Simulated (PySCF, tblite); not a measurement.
Isomers of C3H10OSi2, one GFN2-xTB conformer each. Single-point energies are computed at PBE0/pcSseg-1 (PySCF, gas phase, no added dispersion term), electronic only.

**Question.** Rank them by PBE0/pcSseg-1 energy, lowest first (kJ/mol).
A. `[OH:1][Si@H:2]1[CH2:3][CH2:4][CH2:5][SiH2:6]1` with H–O1–Si2–C3 58°, O1–Si2–C3–C4 142°, Si2–C3–C4–C5 -52°, C3–C4–C5–Si6 52°, C4–C5–Si6–Si2 -25°
B. `[CH2:1]=[CH:2][Si@@H:3]([CH3:4])[O:5][SiH3:6]` with C1–C2–Si3–C4 -116°, C2–Si3–O5–Si6 -21°
C. `[CH3:1][Si@@H:2]1[CH2:3][CH2:4][SiH2:5][O:6]1` with C1–Si2–C3–C4 -142°, Si2–C3–C4–Si5 30°, C3–C4–Si5–O6 -23°, C4–Si5–O6–Si2 6°
D. `[SiH3:1][O:2][SiH:3]1[CH2:4][CH2:5][CH2:6]1` with Si1–O2–Si3–C4 62°, O2–Si3–C4–C5 -126°, Si3–C4–C5–C6 13°, C4–C5–C6–Si3 -13°, O2–Si3–C6–C5 126°
E. `[SiH3:1][O:2][CH:3]1[CH2:4][SiH2:5][CH2:6]1` with Si1–O2–C3–C4 71°, O2–C3–C4–Si5 133°, C3–C4–Si5–C6 -11°, C4–Si5–C6–C3 11°, O2–C3–C6–Si5 -135°

**Answer.** C (0.0), B (106.5), D (110.3), A (135.7), E (272.6).

As drawn, the highest has a four-membered ring, which the lowest lacks. Neighbours under 10 kJ/mol apart (C=C[Si@@H](C)O[SiH3] and [SiH3]O[SiH]1CCC1) can change places with a better method, another conformer or zero-point energy. GFN2-xTB itself gives, in the same order: 0.0, 63.7, 14.1, 153.3, 141.4. Both levels put the same isomer lowest; measured from each level's own lowest isomer, the values differ by up to 131.2 kJ/mol ([SiH3]OC1C[SiH2]C1: 141.4 against 272.6).

**Question.** Which frontier levels, dipoles and rotational constants go with these structures?

**Answer.** 
| SMILES | HOMO (eV, PBE0/pcSseg-1) | LUMO (eV) | dipole (D) | A, B, C (MHz) |
| --- | --- | --- | --- | --- |
| C[Si@@H]1CC[SiH2]O1 | -7.99 | 0.64 | 1.57 | 4057, 1809, 1420 |
| C=C[Si@@H](C)O[SiH3] | -7.84 | -0.25 | 0.76 | 2698, 1630, 1139 |
| [SiH3]O[SiH]1CCC1 | -7.61 | 0.34 | 0.52 | 5562, 1138, 1114 |
| O[Si@H]1CCC[SiH2]1 | -7.39 | -0.20 | 1.73 | 3163, 1989, 1394 |
| [SiH3]OC1C[SiH2]C1 | -7.76 | 0.37 | 0.94 | 7197, 1096, 1007 |

**Question.** What happens when harmonic zero-point energies from GFN2-xTB frequencies are added?

**Answer.** 
```csv
SMILES,ZPE (kJ/mol),electronic (kJ/mol),with ZPE (kJ/mol)
C[Si@@H]1CC[SiH2]O1,318.4,0.0,0.0
C=C[Si@@H](C)O[SiH3],301.2,106.5,89.3
[SiH3]O[SiH]1CCC1,310.8,110.3,102.7
O[Si@H]1CCC[SiH2]1,317.8,135.7,135.2
[SiH3]OC1C[SiH2]C1,304.1,272.6,258.4
```

The zero-point energies span 17.2 kJ/mol. The order is unchanged.
